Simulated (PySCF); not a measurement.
**`CS(=O)(=O)[SiH2][SiH2][O-]`, [CH7O3SSi2]-, charge -1**

Molfile (atoms numbered from 1):
```
CH7O3SSi2
     RDKit          3D

 14 13  0  0  0  0  0  0  0  0999 V2000
   -2.4991    0.5046    0.6114 C   0  0  0  0  0  0  0  0  0  0  0  0
   -1.1380   -0.6875    0.5390 S   0  0  0  0  0  6  0  0  0  0  0  0
   -1.1394   -1.3483    1.8622 O   0  0  0  0  0  0  0  0  0  0  0  0
   -1.4155   -1.5012   -0.6645 O   0  0  0  0  0  0  0  0  0  0  0  0
    0.7827    0.4761    0.2313 Si  0  0  0  0  0  4  0  0  0  0  0  0
    2.9495   -0.4354   -0.1389 Si  0  0  0  0  0  4  0  0  0  0  0  0
    3.7548    0.9122   -0.2293 O   0  0  0  0  0  0  0  0  0  0  0  0
   -3.3967   -0.1205    0.7270 H   0  0  0  0  0  0  0  0  0  0  0  0
   -2.5379    1.0723   -0.3270 H   0  0  0  0  0  0  0  0  0  0  0  0
   -2.3658    1.1620    1.4801 H   0  0  0  0  0  0  0  0  0  0  0  0
    0.6947    1.3725    1.4358 H   0  0  0  0  0  0  0  0  0  0  0  0
    0.3140    1.3415   -0.9078 H   0  0  0  0  0  0  0  0  0  0  0  0
    2.8004   -1.3315   -1.3568 H   0  0  0  0  0  0  0  0  0  0  0  0
    3.1966   -1.4160    0.9946 H   0  0  0  0  0  0  0  0  0  0  0  0
  1  2  1  0
  2  3  2  0
  2  4  2  0
  2  5  1  0
  5  6  1  0
  6  7  1  0
  1  8  1  0
  1  9  1  0
  1 10  1  0
  5 11  1  0
  5 12  1  0
  6 13  1  0
  6 14  1  0
M  CHG  1   7  -1
M  END
```

Method used: quadratic response CAM-B3LYP/def2-SVPD first hyperpolarisability, Taylor convention, gas phase (PySCF). Geometry: PBE0-D3(BJ)/def2-SVP.

For a gas-phase anion, states above the detachment energy (about 3.8 eV, taken as minus the energy of the highest occupied orbital) lie in the continuum and depend on the basis.

(1) Give the tensor of the second harmonic β(−2ω;ω,ω) at 1064 nm in the axes of these coordinates.

## Answers

(1) In au, Taylor convention; rows are the first index (the induced dipole):
```
        xx     yy     zz     xy      xz     yz
x  +1029.9  +27.9  +40.6  -32.3  -141.3   -2.5
y    -40.0  -68.5  -21.3  +32.0    -1.3   -6.4
z   -142.5   -5.7   -5.2   -2.3   +45.8  -18.0
```
Norm of βᵢ = ⅓ Σⱼ (βᵢⱼⱼ + βⱼᵢⱼ + βⱼⱼᵢ): 1121.8 au, hyper-Rayleigh value 451.6 au.
